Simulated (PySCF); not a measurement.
BF$_{2}$, doublet, geometry from GFN2-xTB; R2SCAN/3-21G in PySCF.

Input for PySCF:
```python
from pyscf import gto, scf, dft

mol = gto.M(
    atom='''
F    -1.099333   -0.189748    0.050978
B    -0.017998    0.560752   -0.017795
F     1.109332   -0.121780   -0.041092
''',
    basis='3-21g',
    charge=0,
    spin=1,
    verbose=4,
)

mf = dft.UKS(mol)
mf.xc = 'r2scan'
mf.diis_space = 20
mf.kernel()
```

Output, abridged:

```
PySCF version 2.14.0

[INPUT] verbose = 4
[INPUT] num. atoms = 3
[INPUT] num. electrons = 23
[INPUT] charge = 0
[INPUT] spin (= nelec alpha-beta = 2S) = 1
[INPUT] symmetry False subgroup None
[INPUT] Mole.unit = angstrom
[INPUT] Symbol           X                Y                Z      unit          X                Y                Z       unit  Magmom
[INPUT]  1 F     -1.099333000000  -0.189748000000   0.050978000000 AA   -2.077438289696  -0.358571752684   0.096334458378 Bohr   0.0
[INPUT]  2 B     -0.017998000000   0.560752000000  -0.017795000000 AA   -0.034011290790   1.059667703802  -0.033627676387 Bohr   0.0
[INPUT]  3 F      1.109332000000  -0.121780000000  -0.041092000000 AA    2.096333661216  -0.230130847450  -0.077652625911 Bohr   0.0

nuclear repulsion = 55.5144503863239
number of shells = 15
number of NR pGTOs = 45
number of NR cGTOs = 27
basis = 3-21g
ecp = {}

******** <class 'pyscf.dft.uks.UKS'> ********
method = UKS
initial guess = minao
damping factor = 0
level_shift factor = 0
DIIS = <class 'pyscf.scf.diis.CDIIS'>
diis_start_cycle = 1
diis_space = 20
diis_damp = 0
SCF conv_tol = 1e-09
SCF conv_tol_grad = None
SCF max_cycles = 50
direct_scf = True
direct_scf_tol = 1e-13
number electrons alpha = 12  beta = 11
XC library pyscf.dft.libxc version 7.1.2
    S. Lehtola, C. Steigemann, M. J. T. Oliveira, and M. A. L. Marques,  SoftwareX 7, 1–5 (2018)
XC functionals = r2scan
    J. W. Furness, A. D. Kaplan, J. Ning, J. P. Perdew, and J. Sun,  J. Phys. Chem. Lett. 11, 8208–8215 (2020)
    J. W. Furness, A. D. Kaplan, J. Ning, J. P. Perdew, and J. Sun,  J. Phys. Chem. Lett. 11, 9248–9248 (2020)
    J. W. Furness, A. D. Kaplan, J. Ning, J. P. Perdew, and J. Sun,  J. Phys. Chem. Lett. 11, 8208–8215 (2020)
    J. W. Furness, A. D. Kaplan, J. Ning, J. P. Perdew, and J. Sun,  J. Phys. Chem. Lett. 11, 9248–9248 (2020)
radial grids:
    Treutler-Ahlrichs [JCP 102, 346 (1995); DOI:10.1063/1.469408] (M4) radial grids

becke partition: Becke, JCP 88, 2547 (1988); DOI:10.1063/1.454033
pruning grids: <function nwchem_prune>
grids dens level: 3
symmetrized grids: False
atomic radii adjust function: <function treutler_atomic_radii_adjust>
small_rho_cutoff = 0
Set gradient conv threshold to 3.16228e-05
tot grids = 42576
init E= -223.418704409446

cycle= 1 E= -223.188009376031  delta_E= 0.231  |g|= 0.403  |ddm|= 1.28
cycle= 2 E= -223.067705974999  delta_E= 0.12  |g|= 0.73  |ddm|= 0.618
cycle= 3 E= -223.244489885803  delta_E= -0.177  |g|= 0.0124  |ddm|= 0.385
cycle= 4 E= -223.244576977195  delta_E= -8.71e-05  |g|= 0.0017  |ddm|= 0.0182
cycle= 5 E= -223.244579501132  delta_E= -2.52e-06  |g|= 0.000535  |ddm|= 0.00228
cycle= 6 E= -223.24457972234  delta_E= -2.21e-07  |g|= 0.000126  |ddm|= 0.000803
cycle= 7 E= -223.244579727933  delta_E= -5.59e-09  |g|= 0.000133  |ddm|= 0.000179
cycle= 8 E= -223.244579733534  delta_E= -5.6e-09  |g|= 1.5e-05  |ddm|= 8.13e-05
cycle= 9 E= -223.244579733622  delta_E= -8.83e-11  |g|= 7.64e-07  |ddm|= 1.14e-05
Extra cycle  E= -223.244579733623  delta_E= -3.41e-13  |g|= 3.33e-07  |ddm|= 8.79e-07
converged SCF energy = -223.244579733623  <S^2> = 0.75301616  2S+1 = 2.0030139
```
